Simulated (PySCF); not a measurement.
NMR parameters of [Si(OMe)6]2-

[Si(OMe)6]2-, [C6H18O6Si]2-, point group C1.

Geometry (Å), atoms numbered from 1 in this order:
```xyz
31

Si   -0.0036   -0.0052   -0.0018
O     0.2139    0.1526    1.7825
C     0.9744    1.1221    2.3514
H     2.0417    1.0942    2.0269
H     0.9772    1.0211    3.4693
H     0.6231    2.1568    2.1251
O    -0.2203   -0.1654   -1.7865
C    -0.9959   -1.1236   -2.3546
H    -0.6949   -2.1610   -2.0767
H    -0.9474   -1.0628   -3.4744
H    -2.0749   -1.0440   -2.0790
O     1.7874    0.0999   -0.2017
C     2.3782    0.8083   -1.1976
H     2.0247    0.5201   -2.2149
H     3.4905    0.6574   -1.1876
H     2.2079    1.9099   -1.1243
O    -1.7936   -0.1126    0.1953
C    -2.3868   -0.7962    1.2067
H    -2.1469   -1.8865    1.2050
H    -3.5042   -0.7147    1.1403
H    -2.0987   -0.4314    2.2207
O    -0.0988    1.7880   -0.1793
C    -1.0815    2.4111   -0.8777
H    -1.1045    2.1303   -1.9581
H    -0.9513    3.5254   -0.8402
H    -2.1068    2.1961   -0.4943
O     0.0932   -1.7990    0.1767
C     1.0788   -2.4210    0.8716
H     2.1029   -2.1953    0.4914
H     0.9564   -3.5360    0.8246
H     1.0982   -2.1496    1.9547
```

Total charge -2.

GIAO calculations in PySCF 2.14 on the PBE0-D3(BJ)/def2-SVP structure: isolated species, non-relativistic, equivalent atoms averaged; basis pcSseg-1.

(1) Give the isotropic shieldings (ppm) with KT2, PBE0.

(2) And the chemical shifts, against references computed in the same way?

(3) Which part of the shielding of Si1 depends on the functional?

Results:

(1) 
| atoms | environment | KT2 | PBE0 |
| --- | --- | --- | --- |
| Si1 | silicon bonded to 6 O | 533.6 | 536.5 |
| O2/O7/O12/O17/O22/O27 | oxygen bonded to C, Si | 291.1 | 306.3 |
| C3/C8/C13/C18/C23/C28 | carbon bonded to O, 3 H | 126.4 | 128.7 |
| H4/H5/H6/H9/H10/H11/H14/H15/H16/H19/H20/H21/H24/H25/H26/H29/H30/H31 | hydrogen on a carbon bonded to O | 27.39 | 27.74 |
| HOMO–LUMO gap (eV) | – | 4.47 | 6.67 |

(2) 
```json
{"atoms": "Si1", "nucleus, reference": "²⁹Si, TMS", "KT2": "-172.6", "PBE0": "-184.5"}
{"atoms": "O2/O7/O12/O17/O22/O27", "nucleus, reference": "¹⁷O, H2O", "KT2": "39.5", "PBE0": "28.3"}
{"atoms": "C3/C8/C13/C18/C23/C28", "nucleus, reference": "¹³C, TMS", "KT2": "56.9", "PBE0": "55.7"}
{"atoms": "H4/H5/H6/H9/H10/H11/H14/H15/H16/H19/H20/H21/H24/H25/H26/H29/H30/H31", "nucleus, reference": "¹H, TMS", "KT2": "3.79", "PBE0": "3.53"}
```

(3) Diamagnetic: KT2 876, PBE0 872 ppm; paramagnetic: KT2 -343, PBE0 -335 ppm.

The ion is multiply charged and has no counter-ions or solvent here.

Experimental scales use liquid or dissolved standards, which lie at an offset from isolated H2O (liquid H2O: subtract about 36 ppm).
